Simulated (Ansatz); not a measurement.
Job for Ansatz (a first-principles code): R-CCSD(T)/def2-TZVPP on HISSi (SMILES S[Si]I), a point of a torsion scan. Elements past Kr take the def2 small-core potentials; no spin–orbit coupling. The run froze 19 orbitals, filled d shells among them.

Ansatz 0.2 input:
```yaml
crystal:
  periodic: [false, false, false]
  atoms:
    - {symbol: S, position_ang: [-1.31821372, 0.33005659, 0.45498171]}
    - {symbol: Si, position_ang: [0.57486441, 1.14111385, -0.27500135]}
    - {symbol: I, position_ang: [1.79632932, -0.91387991, -1.01546079]}
    - {symbol: H, position_ang: [-1.41007757, -0.73661339, -0.32756790]}
basis:
  gaussian:
    orbitals: def2-TZVPP
magnetization: {spin_polarized: false}
correlation: {method: ccsd_t, electrons: outside_noble_gas}
scf: {lower_state_search: off}
```

Output:

```
WARN ansatz: RAYON_NUM_THREADS=1 ignored (pool sized by the plan → 1); use --threads N
Functional definition: HF
these checks for a lower state are left out or cut short: stability, starts, cluster_reference, orbital_swaps, neighbouring_geometries, increment
integrals: 0.33 GiB planned
1046 factors; integrals over basis functions are off by at most 7.2e-4 eV
mean field: 0.46 GiB planned
mean field evaluation 1: about -26768.2596 eV, gradient 1.6e1 eV
mean field evaluation 2: about -26768.3842 eV, gradient 1.6e1 eV
mean field evaluation 4: about -26769.5220 eV, gradient 2.7e0 eV
mean field evaluation 8: about -26769.5769 eV, gradient 3.6e-1 eV
mean field evaluation 16: about -26769.5782 eV, gradient 2.6e-6 eV
mean field -26769.57823433 eV, -983.7638550398 hartree, gradient 2.6e-6 eV, S^2 0.000000; 0 other end points of the search recorded, 0 dependent functions left out
19 core orbitals not correlated
reference -26769.57823433 eV, -983.7638550398 hartree; 9, 9 occupied and 120, 120 virtual orbitals, 1046 factors
second order -11.21798283 eV of doubles, -0.00000000 eV of singles
coupled cluster: 0.86 GiB planned
cycle   1  -11.89998532 eV  change   -6.8e-1 eV  update   9.8e-2
cycle   2  -12.24328774 eV  change   -3.4e-1 eV  update   3.2e-2
cycle   3  -12.32857094 eV  change   -8.5e-2 eV  update   1.9e-2
cycle   4  -12.32014797 eV  change    8.4e-3 eV  update   5.6e-3
cycle   5  -12.31850366 eV  change    1.6e-3 eV  update   2.4e-3
cycle   6  -12.31854332 eV  change   -4.0e-5 eV  update   9.3e-4
cycle   7  -12.31844607 eV  change    9.7e-5 eV  update   3.6e-4
cycle   8  -12.31852288 eV  change   -7.7e-5 eV  update   1.5e-4
cycle   9  -12.31852796 eV  change   -5.1e-6 eV  update   6.0e-5
cycle  10  -12.31849309 eV  change    3.5e-5 eV  update   3.0e-5
cycle  11  -12.31850845 eV  change   -1.5e-5 eV  update   1.4e-5
cycle  12  -12.31851242 eV  change   -4.0e-6 eV  update   6.7e-6
perturbative correction -0.63767225 eV, -0.0234340229 hartree
Total energy: -26782.53441900 eV, -984.2399860444 hartree
Checks for a lower state left out: stability, starts, cluster_reference, orbital_swaps, neighbouring_geometries, increment
```

The calculation finished and met its thresholds.

Cost: very roughly 10 core-seconds.
